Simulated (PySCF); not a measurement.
H5P2, SMILES P[PH3+], charge +1. Atoms are numbered in the order given.

```xyz
7

P      1.1749    -0.1158     0.0000
P     -1.0223     0.0041     0.0000
H      1.2218     0.8663     1.0430
H      1.2218     0.8663    -1.0430
H     -1.5511    -0.6699    -1.1237
H     -1.5511    -0.6699     1.1237
H     -1.6291     1.2832     0.0000
```
Charge +1, spin multiplicity 1.

Geometry optimised at PBE-D3(BJ)/def2-TZVP. The isomer is the one that the SMILES or the coordinates give; other isomers of the formula were not compared.

Calculation: PBE/pcSseg-2 run with PySCF.

GIAO shieldings, no solvent; atoms alike by connectivity are averaged. δ = σ(ref) − σ: ³¹P against PH3 (σ = 572.3 ppm); ¹H against TMS (σ = 31.47 ppm), references at their B3LYP-D3(BJ)/def2-TZVP geometries, non-relativistic.

| nucleus | atoms | count | δ (ppm) |
|---|---|---|---|
| ³¹P | P2 | 1 | 173.3 |
| ³¹P | P1 | 1 | 36.2 |
| ¹H | H5, H6, H7 | 3 | 6.32 |
| ¹H | H3, H4 | 2 | 4.11 |
